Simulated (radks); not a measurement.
Initial-state core-level shifts of the thulium ion Tm+ when its valence configuration changes from [Xe] 4f13 6s1. Method: Dirac Kohn-Sham, LDA (Slater exchange, Perdew-Wang correlation), spin-unpolarised, spherical densities, finite nucleus; open shells fill j = l - 1/2 first; Fermi nuclear charge, rms radius 5.2256 fm; computed with a radial shooting solver on a logarithmic mesh with Libxc functionals. Shifts are changes of the shell-averaged eigenvalues in eV (positive: less bound); the change of the density at the nucleus, which sets a Mossbauer isomer shift, is in e/bohr^3, on a base of 9.458e+05.

valence                2p       3d       4s       5p  density at nucleus
4f12 6s1 6p1      -10.405  -11.109  -10.974   -6.620              +54.10
4f11 6s1 6p2      -22.501  -24.133  -23.609  -13.496             +123.07
4f11.5 6s1 6p1.5  -16.271  -17.414  -17.120  -10.040              +87.02
4f13 6p1           -1.212   -1.196   -1.205   -1.237              -44.53
4f13 6s0.5 6p0.5   -0.612   -0.605   -0.609   -0.625              -21.93
4f12 5d1 6p1       -8.046   -8.795   -8.655   -4.413               -7.74
4f13.5 6s0.5       +3.662   +3.923   +3.924   +2.380              -39.42
4f12.5 6s1.5       -4.341   -4.667   -4.624   -2.650              +48.20
4f10 5d1 6s1 6p2  -31.541  -34.361  -33.199  -16.752             +181.13
